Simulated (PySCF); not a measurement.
## Cu: ionisation energy

Cu [Ar] 3d10 4s1 (2S) → Cu⁺ [Ar] 3d10 (1S), as a difference of total energies. Computed with PySCF 2.14 in cc-pVTZ-DK, with scalar relativity by spin-free X2C-1e. Correlated levels: valence: [Ar] frozen. The calculations carry no spin-orbit coupling.

```
           method  ionisation energy (eV)
              UHF                   6.574
             PBE0                   7.931
             MN15                   7.811
    MP2 (valence)                   7.475
SCS-MP2 (valence)                   7.326
```

Question: How much does correlation contribute at MP2 (valence)?

Answer: 7.475 − (6.574) = 0.901 eV, measured against UHF.

Errors of the correlated levels include the incompleteness of this basis and the frozen core.

For comparison: 7.726 eV (measured; NIST Atomic Spectra Database, ionization energies).
